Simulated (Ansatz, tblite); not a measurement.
Cost and result up the ladder for Sn₁₂O₂₀H₁₈²⁺ (started as a model of: [(RSn)12O14(OH)6]2+, R = H) (50 atoms). Total charge 2; singlet. Geometry: r2SCAN-D4/def2-SVP.

Cartesian coordinates in Å:
```
Sn 1.6685 3.0384 -0.0481
Sn 2.5498 0.7086 2.2391
Sn -0.4012 2.3341 2.5316
Sn 2.0187 -2.3345 0.9822
Sn -2.8659 0.3558 1.4667
Sn 0.5603 1.5217 -2.8039
Sn -2.0187 2.3346 -0.9822
Sn 2.8659 -0.3558 -1.4667
Sn -0.5603 -1.5217 2.8039
Sn -1.6686 -3.0383 0.0481
Sn -2.5498 -0.7086 -2.2391
Sn 0.4011 -2.3340 -2.5316
O 0.9203 1.4661 1.1385
O -0.0506 2.8565 -1.2861
O 2.2283 1.6011 -1.5118
O 3.0334 -0.5275 0.5780
O 1.4350 -1.0715 2.5704
O -1.9420 2.2129 1.0714
O -1.2613 0.4137 2.8378
O 1.9420 -2.2129 -1.0715
O 0.0505 -2.8565 1.2860
O -3.0334 0.5276 -0.5780
O -2.2283 -1.6011 1.5118
O -1.4350 1.0715 -2.5704
O 1.2613 -0.4136 -2.8377
O -0.9203 -1.4661 -1.1386
O 3.2901 2.4228 1.2000
O 0.4923 3.9637 1.4771
O 1.3281 1.7554 3.6455
O -3.2902 -2.4224 -1.1998
O -0.4926 -3.9636 -1.4773
O -1.3280 -1.7550 -3.6456
H 4.1767 2.8101 1.2530
H 0.3609 4.9114 1.6304
H 1.4998 1.8972 4.5885
H -4.1770 -2.8093 -1.2521
H -0.3596 -4.9113 -1.6294
H -1.4998 -1.8973 -4.5884
H 2.3783 4.4425 -0.6931
H 3.8945 0.4338 3.2427
H -1.1832 3.2307 3.7465
H 3.0669 -3.5631 1.4878
H -4.3685 0.5321 2.2250
H 0.8468 2.3067 -4.2754
H -3.0671 3.5630 -1.4880
H 4.3684 -0.5323 -2.2252
H -0.8468 -2.3068 4.2754
H -2.3780 -4.4429 0.6922
H -3.8945 -0.4348 -3.2431
H 1.1825 -3.2312 -3.7464
```

Ansatz on 4 threads of AMD EPYC 7R13 on a shared host and a share (37 GiB) of an NVIDIA H100 80GB HBM3; xTB runs through tblite on one thread. Times are rough, summed over both states, and most runs start from the orbitals of an earlier one. PBE0-D4/def2-SVP serves as the yardstick here, not as an exact answer. The other state is a doublet.

In the def2 sets Sn takes a core potential; there is no spin–orbit coupling. The xTB rows come from tblite. B3LYP takes the VWN-RPA correlation. Single mean-field runs in def2-SVP are fitted with def2-universal-jkfit.

Run but left out: PBE-D4/def2-SVP (charge +3 doublet: an occupied level 0.10 eV above an empty one).

Raw xTB energies of ions are shifted by several eV.

| level | functions | vertical IE (eV) | difference from PBE0-D4/def2-SVP (eV) |
| --- | --- | --- | --- |
| B3LYP-D4/def2-SVP (with forces) | 682 | 14.54 | -0.12 |
| GFN1-xTB | 224 | 18.46 | 3.80 |
| GFN2-xTB | 206 | 18.87 | 4.22 |
| PBE0-D4/def2-SVP | 682 | 14.66 | 0.00 |

Task: Estimate how long each takes.

Result: GFN2-xTB 0.9 s; GFN1-xTB 0.95 s; PBE0-D4/def2-SVP 42 s; B3LYP-D4/def2-SVP (with forces) 42 s. On shared hardware such times vary by a factor of up to 3.
